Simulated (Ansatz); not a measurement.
`N[Si@@H](F)S[Si@@H](N)F`, charge 0, multiplicity 1.

(1) Give a relaxed structure at PBE0-D4/def2-TZVP (Ansatz). (Best estimate.)

## Answers

(1) Ansatz gave: 
Z-matrix (Å, degrees):
```
Si
F 1 1.594
S 1 2.150 2 101.8
N 1 1.694 2 107.3 3 124.3
H 1 1.475 2 110.8 3 -116.7
Si 3 2.116 1 98.5 2 -168.4
H 4 1.008 1 120.2 2 -51.7
H 4 1.009 1 117.6 2 167.4
N 6 1.686 3 107.6 1 -147.0
F 6 1.612 3 106.7 1 -23.6
H 6 1.476 3 115.0 1 91.7
H 9 1.006 6 122.5 3 -155.8
H 9 1.006 6 123.0 3 38.1
```
This is one stationary point; other conformers may exist.
